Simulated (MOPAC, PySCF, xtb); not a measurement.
Breaking a bond: H3ClSi, SMILES [SiH3]Cl, singlet. The Si1–Cl5 bond (Si1 also carries H, H, H; Cl5 carries nothing else) is stretched with both fragments frozen at the PBE0/def2-TZVP optimised geometry.

Levels of theory: PM3, restricted, heats of formation (MOPAC); GFN1-xTB (xtb); RKS-B3LYP/6-31G* = restricted B3LYP/6-31G*, spherical d in PySCF 2.14.0.

Energies are in kcal/mol, each relative to the lowest point of its own curve near equilibrium.

```csv
R / Å,PM3,GFN1-xTB,RKS-B3LYP/6-31G*
1.56,61.3,153.2,130.3
1.66,35.0,69.7,70.4
1.74,20.5,33.2,39.9
1.84,8.9,9.9,16.6
1.92,3.6,?,?
1.98,1.4,0.0,2.1
2.05,0.1,?,0.0
2.12,0.0,3.2,0.1
2.20,1.1,7.9,?
2.27,3.1,13.0,5.4
2.41,9.8,24.8,13.7
2.56,?,38.6,24.0
2.78,40.7,59.0,39.3
3.08,66.5,83.8,58.2
3.39,87.4,104.1,74.2
3.74,104.1,120.7,88.3
4.09,115.6,131.5,98.6
4.56,125.8,139.5,108.1
5.08,133.0,143.4,114.7
5.53,137.3,144.9,?
6.22,142.1,146.1,121.4
```

Problem. Complete the blanks.

Solution. 
- 1.92, GFN1-xTB: 2.0
- 1.92, RKS-B3LYP/6-31G*: 6.3
- 2.05, GFN1-xTB: 0.5
- 2.20, RKS-B3LYP/6-31G*: 2.3
- 2.56, PM3: 20.9
- 5.53, RKS-B3LYP/6-31G*: 118.2

The restricted form behind PM3, RKS-B3LYP/6-31G* keeps the bonding electrons paired and can't separate into open-shell fragments.
